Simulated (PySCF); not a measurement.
# Dipole moment and polarisability of zinc hydride cyanide

Zinc hydride cyanide, CHNZn (singlet state).
Structure used (PBE0-D3(BJ)/def2-SVP), in Å, numbered top down from 1:
```xyz
4
CHNZn angstrom
N     -1.8810    0.7214    1.2047
C     -0.8881    0.3423    0.7359
Zn     0.7512   -0.2917   -0.0346
H      2.0561   -0.7974   -0.6499
```

Level: wB97X-D/def2-SVPD (PySCF), static field, nuclei fixed, core orbitals frozen in the response. The polarisability tensor in these axes (au):

```
x   46.92 -6.58 -8.06
y   -6.58 32.34  3.10
z   -8.06  3.10 33.60
```

Problem. Give the principal values, the mean and the anisotropy Δα = √{½[(α1 − α2)² + (α2 − α3)² + (α1 − α3)²]}.

Solution. Principal values 29.80, 29.80 and 53.25 au; mean 37.62 au = 5.57 Å³ = 6.20 × 10⁻⁴⁰ C²·m²/J; Δα = 23.45 au (62 % of the mean).

Problem. What is the dipole moment, and where does it point?

Solution. (3.13, -1.20, -1.47) D, 3.66 D in size, pointing from the negative to the positive side. Measured along this direction, the outermost atoms are N1 at the negative end and H4 at the positive end.

Problem. Find the Langevin capture rate constant for H3+ (3.023 u) meeting this molecule (90.940 u), k = 2.342 × 10⁻⁹ cm³/s × √(α in Å³ / reduced mass in u).

Solution. The reduced mass is 2.93 u, so k = 3.23 × 10⁻⁹ cm³/s. The formula leaves out the permanent dipole, which adds to the capture rate.

Problem. How large is μ²/3kT at 350 K beside α?

Solution. In Gaussian units μ²/3kT = 92.26 Å³ against 5.57 Å³, a ratio of 16.55; the Debye molar polarisation (4π/3)N_A(α + μ²/3kT) is 246.8 cm³/mol, leaving out the vibrational part.

Problem. Form Σ f/ω² (atomic units) for the 10 lowest TDDFT singlets, given as eV and f, and set it beside the mean polarisability, which is this sum over all singlets: 6.52, 0.0000; 6.74, 0.0000; 6.74, 0.0000; 6.79, 0.0465; 6.80, 0.0466; 7.88, 0.0811; 7.88, 0.0811; 8.11, 0.1671; 8.85, 0.0250; 8.85, 0.0250.

Solution. They add up to 5.78 au, 15.4 % of the 37.62 au; the largest single term is 1.88 au, from the state at 8.11 eV. Terms in order: 0.00, 0.00, 0.00, 0.75, 0.75, 0.97, 0.97, 1.88, 0.24, 0.24 au. Higher excitations give the rest. The strengths listed sum to 0.472.

Problem. Refractivity n − 1 of an ideal gas of it at 400 K and 1 atm, from the electronic α?

Solution. N = p/kT = 1.8347 × 10¹⁹ cm⁻³, so n − 1 = 2π × N × 5.57 × 10⁻²⁴ cm³ = 643 × 10⁻⁶ at long wavelengths.

Isolated species at its PBE0-D3(BJ)/def2-SVP geometry, gas phase.

These values come from a run that also computed excited states and ΔSCF ions. Time: 14 s; peak memory 0.40 GiB. Hardware: an Intel Xeon Platinum 8488C with one thread (shared host).
